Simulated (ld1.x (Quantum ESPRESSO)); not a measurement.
Values are calculated unless marked as measured or tabulated.
## Potentials for Zr (Z = 40) compared

Generated with ld1.x 7.5 (TM, RRKJ, ultrasoft, PAW), atompaw 4.2 or ONCVPSP 4.0.1. The cutoff is in Ry: for ld1.x and atompaw files where the sum of valence levels is converged to 10 mRy in a Bessel basis, for ONCV files where the hardest occupied wave has 1 mHa per electron of residual kinetic energy. The error is the largest all-electron minus pseudo excitation energy over each file’s own four to seven test configurations (ionisations up to +4, promotions, holes and added fractions of an electron), all of which were solved. The labels leave out finer settings (local radius, basis sizes, second energies), which also bear on the numbers. Spin-polarised tests are not counted. The rows are a selection from randomly drawn settings: files with unsolved tests, undetermined cutoffs or missed reference levels are left out.

A true bound ghost makes a file unfit for plane-wave use even where its test errors are small: the radial tests pick states by their node count and pass the ghost by.

| potential | cutoff (Ry) | largest error (meV) | bound ghosts |
| --- | --- | --- | --- |
| TM, LDA (PZ), fully relativistic, rc 2.70/1.80/2.15 (spd), local d, core correction yes, reference 4p6 4d2.5 5s1.5 5p0 | 35 | +35 | s |
| TM, PBEsol, non-relativistic, rc 3.40/1.20/2.60 (spd), local d, core correction no, reference 4p6 4d2 5s1 5p0 | 55 | -178 | s |
| TM, PBE, scalar-relativistic, rc 1.85/1.35/1.55 (spd), local p, core correction no, reference 4s2 4p6 4d1 5s0 5p0 | 55 | +925 | none |
| PAW, PBEsol, scalar-relativistic, rc 3.55/3.80/3.15 (spd), local smoothed, core correction yes, reference 4d2 5s1 5p0 | 10 | -381 | none |
| TM semilocal, PBE, scalar-relativistic, rc 2.10/2.30/2.20 (spd), local s, core correction yes, reference 4d1 5s0 5p0 | 25 | -214 | none |

(1) Fill in the row for Zr: TM, PBE, fully relativistic, rc 2.70/1.95/2.25 (spd), local s, core correction yes, reference 4p6 4d2 5s2 5p0.

(2) Fill in the row for Zr: TM, LDA (PZ), fully relativistic, rc 2.55/3.40/1.50 (spd), local s, core correction no, reference 4d2 5s0.5 5p0.

Results:

(1) cutoff 30 Ry, largest error -239 meV, bound ghosts: none.

(2) cutoff 35 Ry, largest error +52 meV, bound ghosts: none.
